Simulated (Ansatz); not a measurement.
This geometry of C$_{2}$H$_{7}$NSSi (12 atoms, charge 0, multiplicity 1) is a first-order saddle point.

Theory: Ansatz, RKS PBE-D4/cc-pVDZ.

```xyz
12
Properties=species:S:1:pos:R:3
N -0.484 1.559 0.038
C -0.163 0.223 -0.198
Si 1.394 -0.524 0.602
C -1.237 -0.699 -0.651
S -0.130 -0.430 -2.085
H -1.440 1.764 0.334
H 0.219 2.138 0.496
H 1.509 -1.976 0.237
H 1.304 -0.385 2.112
H 2.603 0.257 0.150
H -2.245 -0.257 -0.754
H -1.253 -1.727 -0.247
```

Problem. Which two structures does it join? (They come from a converged band through this point; their orientation in space is the band's.)

Solution. No bond is made or broken. The height of N1 over the plane of its neighbours goes from -0.35 to 0.40 Å.

Image 0:

```xyz
12
Properties=species:S:1:pos:R:3
N -0.556 1.483 0.373
C -0.190 0.204 -0.090
Si 1.426 -0.534 0.603
C -1.254 -0.723 -0.550
S -0.253 -0.225 -2.011
H -1.377 1.857 -0.123
H 0.206 2.166 0.275
H 1.540 -1.957 0.133
H 1.422 -0.497 2.118
H 2.587 0.296 0.112
H -2.289 -0.335 -0.531
H -1.183 -1.790 -0.274
```

Image 6:

```xyz
12
Properties=species:S:1:pos:R:3
N -0.610 1.554 0.050
C -0.185 0.207 -0.264
Si 1.351 -0.526 0.602
C -1.281 -0.709 -0.708
S -0.183 -0.217 -2.090
H -0.989 1.564 1.011
H 0.204 2.186 0.062
H 1.559 -1.976 0.249
H 1.189 -0.399 2.105
H 2.553 0.293 0.196
H -2.286 -0.257 -0.751
H -1.246 -1.775 -0.427
```

Problem. How far does it lie above each of them?

Solution. 0.208 eV above the first and 0.026 eV above the second. This is the barrier of this one path; another mechanism may lie lower.

The run took 100 s on 2 threads of Arm Neoverse V1, on a shared host, peak memory 0.17 GiB.
